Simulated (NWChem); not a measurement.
System: AlH₂F; SMILES [AlH2][F]

Here is an NWChem input.

```
start job
memory heap 200 mb stack 900 mb global 1100 mb
geometry units angstroms noautoz
  Al     0.000000     0.000000    -0.567102
  H      0.000000     1.405769    -1.292522
  H      0.000000    -1.405769    -1.292522
  F      0.000000     0.000000     1.091280
end
basis spherical
  * library def2-svp
end
dft
  xc xpbe96 cpbe96
  iterations 150
  vectors input atomic output neutral.movecs
end
task dft energy
charge 1
dft
  odft
  mult 2
  vectors input atomic output cation.movecs
end
task dft energy
```

Excerpt of the output:

```
             Northwest Computational Chemistry Package (NWChem) 7.3.0
             --------------------------------------------------------

 C2V symmetry detected

                             Geometry "geometry" -> ""
                             -------------------------

 Output coordinates in angstroms (scale by  1.889725989 to convert to a.u.)

  No.       Tag          Charge          X              Y              Z
 ---- ---------------- ---------- -------------- -------------- --------------
    1 Al                  13.0000     0.00000000     0.00000000    -0.56144158
    2 H                    1.0000     0.00000000     1.40576900    -1.28686158
    3 H                    1.0000     0.00000000    -1.40576900    -1.28686158
    4 F                    9.0000     0.00000000     0.00000000     1.09694042

 Effective nuclear repulsion energy (a.u.)      49.6614200988

      Symmetry information
      --------------------

 Group name             C2v
 Group number             16
 Group order               4
 No. of unique centers     3

  pbe96 is a nonlocal functional; adding pw91lda local functional.

                                 NWChem DFT Module
                                 -----------------

 Summary of "ao basis" -> "ao basis" (spherical)
 ------------------------------------------------------------------------------
       Tag                 Description            Shells   Functions and Types
 ---------------- ------------------------------  ------  ---------------------
 Al                         def2-svp                 8       18   4s3p1d
 H                          def2-svp                 3        5   2s1p
 F                          def2-svp                 6       14   3s2p1d

      Symmetry analysis of basis
      --------------------------

        a1         20
        a2          3
        b1          8
        b2         11

            General Information
            -------------------
          SCF calculation type: DFT
          Wavefunction type:  closed shell.
          No. of atoms     :     4
          No. of electrons :    24
           Alpha electrons :    12
            Beta electrons :    12
          Charge           :     0
          Spin multiplicity:     1
          Use of symmetry is: on ; symmetry adaption is: on
          Maximum number of iterations: 150
          AO basis - number of functions:    42
                     number of shells:    20
          Convergence on energy requested:  1.00D-06
          Convergence on density requested:  1.00D-05
          Convergence on gradient requested:  5.00D-04

              XC Information
              --------------
          PerdewBurkeErnzerhof Exchange Functional  1.000
            Perdew 1991 LDA Correlation Functional  1.000 local
           PerdewBurkeErnz. Correlation Functional  1.000 non-local

             Grid Information
             ----------------
          Grid used for XC integration:  medium
          Radial quadrature: Mura-Knowles
          Angular quadrature: Lebedev.
          Tag              B.-S. Rad. Rad. Pts. Rad. Cut. Ang. Pts.
          ---              ---------- --------- --------- ---------
          Al                  1.25       88           7.0       590
          H                   0.35       45           9.0       434
          F                   0.50       49           8.0       434
          Grid pruning is: on
          Number of quadrature shells:   182
          Spatial weights used:  Erf1

      Superposition of Atomic Density Guess
      -------------------------------------

 Sum of atomic energies:        -342.08248660

      Non-variational initial energy
      ------------------------------

 Total energy =    -342.102682
 1-e energy   =    -575.111569
 2-e energy   =     183.347467
 HOMO         =      -0.360646
 LUMO         =       0.002743

      Symmetry analysis of molecular orbitals - initial
      -------------------------------------------------

  Numbering of irreducible representations:

     1 a1          2 a2          3 b1          4 b2

  Orbital symmetries:

     1 a1          2 a1          3 a1          4 a1          5 b2
     6 b1          7 a1          8 a1          9 b2         10 b1
    11 a1         12 b2         13 b1         14 a1         15 a1
    16 b2         17 a1         18 b2         19 b1         20 a1
    21 a2         22 a1

   convergence    iter        energy       DeltaE   RMS-Dens  Diis-err
 ---------------- ----- ----------------- --------- --------- ---------
 d= 0,ls=0.0,diis     1   -343.0619700172 -3.93D+02  4.23D-02  5.10D-01
 d= 0,ls=0.0,diis     2   -342.6798589689  3.82D-01  2.87D-02  4.78D+00
 d= 0,ls=0.0,diis     3   -343.1237610557 -4.44D-01  1.94D-03  2.90D-03
 d= 0,ls=0.0,diis     4   -343.1240933603 -3.32D-04  6.23D-04  4.92D-04
 d= 0,ls=0.0,diis     5   -343.1241520305 -5.87D-05  8.59D-05  1.20D-05
  Resetting Diis
 d= 0,ls=0.0,diis     6   -343.1241535607 -1.53D-06  1.92D-05  2.61D-07
 d= 0,ls=0.0,diis     7   -343.1241536169 -5.62D-08  7.64D-06  2.36D-08

         Total DFT energy =     -343.124153616929
      One electron energy =     -576.586278668690
           Coulomb energy =      213.427597251397
    Exchange-Corr. energy =      -29.626892298395
 Nuclear repulsion energy =       49.661420098759

 Numeric. integr. density =       23.999995001821

                  Occupations of the irreducible representations
                  ----------------------------------------------

                     irrep           alpha         beta
                     --------     --------     --------
                     a1                7.0          7.0
                     a2                0.0          0.0
                     b1                2.0          2.0
                     b2                3.0          3.0

                       DFT Final Molecular Orbital Analysis
                       ------------------------------------

 Vector   10  Occ=2.000000D+00  E=-3.411854D-01  Symmetry=b1
              MO Center= -2.6D-15, -1.7D-16,  1.0D+00, r^2= 6.4D-01
   Bfn.  Coefficient  Atom+Function         Bfn.  Coefficient  Atom+Function
  ----- ------------  ---------------      ----- ------------  ---------------
    32      0.636501  4 F  px                35     -0.440558  4 F  px
    11     -0.105183  1 Al px                 8     -0.099930  1 Al px
    17      0.067005  1 Al d  1               5      0.060602  1 Al px

 Vector   11  Occ=2.000000D+00  E=-3.325695D-01  Symmetry=a1
              MO Center=  1.5D-15,  2.7D-15, -4.8D-01, r^2= 2.8D+00
   Bfn.  Coefficient  Atom+Function         Bfn.  Coefficient  Atom+Function
  ----- ------------  ---------------      ----- ------------  ---------------
    34      0.387234  4 F  pz                 3     -0.268930  1 Al s
    37     -0.241804  4 F  pz                19     -0.230828  2 H  s
    24     -0.230828  3 H  s                 10      0.214015  1 Al pz
     2     -0.170123  1 Al s                  4     -0.141543  1 Al s
     7     -0.134661  1 Al pz                20     -0.111312  2 H  s

 Vector   12  Occ=2.000000D+00  E=-2.698263D-01  Symmetry=b2
              MO Center= -1.7D-16,  9.4D-15, -9.4D-01, r^2= 2.9D+00
   Bfn.  Coefficient  Atom+Function         Bfn.  Coefficient  Atom+Function
  ----- ------------  ---------------      ----- ------------  ---------------
    19      0.316483  2 H  s                 24     -0.316483  3 H  s
    20      0.274888  2 H  s                 25     -0.274888  3 H  s
    33      0.240338  4 F  py                 9      0.228808  1 Al py
    36     -0.170676  4 F  py                 6     -0.140448  1 Al py
    15     -0.083387  1 Al d -1              12      0.049509  1 Al py

 Vector   13  Occ=0.000000D+00  E=-7.453588D-02  Symmetry=b1
              MO Center=  1.7D-14, -4.2D-16, -6.0D-01, r^2= 3.6D+00
   Bfn.  Coefficient  Atom+Function         Bfn.  Coefficient  Atom+Function
  ----- ------------  ---------------      ----- ------------  ---------------
    11      0.736818  1 Al px                 8      0.377529  1 Al px
    32      0.198707  4 F  px                 5     -0.197157  1 Al px
    35     -0.177000  4 F  px                17      0.059024  1 Al d  1

 Vector   14  Occ=0.000000D+00  E=-1.270885D-02  Symmetry=a1
              MO Center=  1.8D-14, -1.5D-15, -1.2D-01, r^2= 3.9D+00
   Bfn.  Coefficient  Atom+Function         Bfn.  Coefficient  Atom+Function
  ----- ------------  ---------------      ----- ------------  ---------------
     4      1.053014  1 Al s                 20     -0.503271  2 H  s
    25     -0.503271  3 H  s                  3      0.385327  1 Al s
    13      0.379905  1 Al pz                31     -0.375636  4 F  s
     2      0.221959  1 Al s                 19     -0.187577  2 H  s
    24     -0.187577  3 H  s                 34     -0.156579  4 F  pz

 Vector   15  Occ=0.000000D+00  E= 2.117448D-02  Symmetry=a1
              MO Center= -3.0D-14,  6.1D-15, -1.4D+00, r^2= 3.9D+00
   Bfn.  Coefficient  Atom+Function         Bfn.  Coefficient  Atom+Function
  ----- ------------  ---------------      ----- ------------  ---------------
    13      1.135687  1 Al pz                 4     -0.956750  1 Al s
    20      0.849572  2 H  s                 25      0.849572  3 H  s
     3     -0.272435  1 Al s                 31     -0.217998  4 F  s
    10      0.178349  1 Al pz                19      0.166870  2 H  s
    24      0.166870  3 H  s                 18     -0.123698  1 Al d  2

     Multipole analysis of the density
     ---------------------------------

     L   x y z        total         alpha         beta         nuclear
     -   - - -        -----         -----         ----         -------
     0   0 0 0     -0.000000    -12.000000    -12.000000     24.000000

     1   1 0 0     -0.000000     -0.000000     -0.000000      0.000000
     1   0 1 0      0.000000      0.000000      0.000000      0.000000
     1   0 0 1     -0.438259     -0.219130     -0.219130      0.000000

     2   2 0 0    -11.284584     -5.642292     -5.642292      0.000000
     2   1 1 0      0.000000      0.000000      0.000000      0.000000
     2   1 0 1     -0.000000     -0.000000     -0.000000      0.000000
     2   0 2 0    -15.721708    -14.917943    -14.917943     14.114178
     2   0 1 1     -0.000000     -0.000000     -0.000000      0.000000
     2   0 0 2    -15.971080    -40.552479    -40.552479     65.133879

                                 NWChem DFT Module
                                 -----------------

      Symmetry analysis of basis
      --------------------------

        a1         20
        a2          3
        b1          8
        b2         11

            General Information
            -------------------
          SCF calculation type: DFT
          Wavefunction type:  spin polarized.
          No. of atoms     :     4
          No. of electrons :    23
           Alpha electrons :    12
            Beta electrons :    11
          Charge           :     1
          Spin multiplicity:     2
          Use of symmetry is: on ; symmetry adaption is: on
          Maximum number of iterations: 150
          AO basis - number of functions:    42
                     number of shells:    20
          Convergence on energy requested:  1.00D-06
          Convergence on density requested:  1.00D-05
          Convergence on gradient requested:  5.00D-04

              XC Information
              --------------
          PerdewBurkeErnzerhof Exchange Functional  1.000
            Perdew 1991 LDA Correlation Functional  1.000 local
           PerdewBurkeErnz. Correlation Functional  1.000 non-local

             Grid Information
             ----------------
          Grid used for XC integration:  medium
          Radial quadrature: Mura-Knowles
          Angular quadrature: Lebedev.
          Tag              B.-S. Rad. Rad. Pts. Rad. Cut. Ang. Pts.
          ---              ---------- --------- --------- ---------
          Al                  1.25       88           7.0       590
          H                   0.35       45           9.0       434
          F                   0.50       49           8.0       434
          Grid pruning is: on
          Number of quadrature shells:   182
          Spatial weights used:  Erf1

      Superposition of Atomic Density Guess
      -------------------------------------

 Sum of atomic energies:        -342.08248660

 Renormalizing density from      24.00 to     23

      Non-variational initial energy
      ------------------------------

 Total energy =    -333.100344
 1-e energy   =    -551.148587
 2-e energy   =     168.386823
 HOMO         =      -0.648522
 LUMO         =      -0.299177

   Symmetry analysis of molecular orbitals - initial alpha
   -------------------------------------------------------

  Numbering of irreducible representations:

     1 a1          2 a2          3 b1          4 b2

  Orbital symmetries:

     1 a1          2 a1          3 a1          4 a1          5 b2
     6 b1          7 a1          8 a1          9 b2         10 b1
    11 a1         12 b2         13 b1         14 a1         15 a1
    16 b2         17 a1         18 b2         19 b1         20 a1
    21 a2         22 b1

   Symmetry analysis of molecular orbitals - initial beta
   ------------------------------------------------------

  Numbering of irreducible representations:

     1 a1          2 a2          3 b1          4 b2

  Orbital symmetries:

     1 a1          2 a1          3 a1          4 a1          5 b2
     6 b1          7 a1          8 a1          9 b2         10 b1
    11 a1         12 b2         13 b1         14 a1         15 a1
    16 b2         17 a1         18 b2         19 b1         20 a1
    21 a2         22 b1

[...]
```

Level: PBE/def2-SVP, vertical spin-unrestricted ions. Geometry: optimised at B3LYP/6-31G* (spherical d).
